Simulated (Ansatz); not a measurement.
Reaction (formal exchange of groups at a B–C bond): `BC(F)CC` + `B/C=N/C` → `BC=NB` + `CCC(C)F`

Program: Ansatz. Geometries: PBE0-D4/def2-TZVP. ΔE: electronic, gas phase. CCSD(T)/CBS is the MP2 limit (def2-TZVPP, def2-QZVPP) plus CCSD(T) − MP2 in def2-TZVPP, frozen cores. One conformer a species, not always the lowest.

| species | CCSD(T)/CBS(def2) energy (Eh) |
| --- | --- |
| `BC(F)CC` | -243.52990 |
| `B/C=N/C` | -159.15240 |
| `BC=NB` | -145.31327 |
| `CCC(C)F` | -257.43047 |

Task: Work out ΔE.

Result: ΔE = (-145.31327) + (-257.43047) − (-243.52990) − (-159.15240) = -0.06144 Eh = -38.6 kcal/mol.

Largest T1 diagnostic among the species: 0.017.

In def2-TZVPP, CCSD(T) changes the Hartree–Fock value by −3.7 kcal/mol (the triples alone add −0.6 kcal/mol) and MP2 by −4.2 kcal/mol. From PBE to PBE0 (25 % exact exchange), in def2-TZVPP and without D4, ΔE moves by +1.9 kcal/mol.
